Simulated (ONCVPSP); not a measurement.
# As (Z = 33), ONCV: configuration errors across variants

ONCVPSP 4.0.1 input, shortened (lines: element, Z, core and valence counts, functional; n l f; lmax; l rc ep ncon nbas qcut; lloc lpopt rc5 dvloc0; l nproj debl; icmod fcfact rcfact), LDA (Perdew-Wang 92), scalar-relativistic:

```
  As 33.00    3    5  -001012      upf
    1    0    2.00
    2    0    2.00
    2    1    6.00
    3    0    2.00
    3    1    6.00
    3    2   10.00
    4    0    2.00
    4    1    3.00
    2
    0    0.95    0.00    4    8   11.00
    1    1.25    0.00    3    6   10.10
    2    0.95    0.00    5    9   13.50
    4    5    0.75    6.00
    0    3    0.30
    1    2    3.50
    2    1    0.50
    3    2.50    1.20
```

In the s channel the program set the typed energies aside and used -6.964, -0.540, 0.250 Ha.

All-electron excitation energies from the reference (eV): (1) 3s2 3p6 3d10 4s2 4p2 9.320; (2) 3s2 3p6 3d10 4s2 4p1 27.477; (3) 3s2 3p6 3d10 4s2 4p0 55.513; (4) 3s2 3p6 3d10 4s1 4p3 19.484.

2 further variants failed, have other tests or another functional or relativity, and are left out.

Errors AE − PS in meV (a dash: test not solved or not reliable):

```tsv
change	(1)	(2)	(3)	(4)	bound ghosts	GHOST(+) flags above zero
base	-1.1	-3.4	-6.7	-1.8	none	s
core correction Teter function, fcfact 2.5, rcfact 1.1	-1.1	-3.4	-6.7	-1.8	none	s
all radii but the core radius scaled by about 1.31 (s 1.24, p 1.64, d 1.24 bohr); local potential polynomial inside 0.98 bohr (lpopt 5, dvloc0 6 Ha)	-1.5	-4.7	-10	-4.2	none	none
s: qcut 15.3; p: qcut 14; d: qcut 18.7	-1.0	-3.1	-6.1	-1.0	none	none
core correction Teter function, fcfact 3.4, rcfact 1.2	-1.1	-3.4	-6.7	-1.8	none	s
```

Q: Give the same row for: local potential polynomial inside 0.90 bohr (lpopt 5, dvloc0 0 Ha).

A: -1.1, -3.4, -6.6, -1.8; bound ghosts: none; GHOST(+) flags above zero: s.
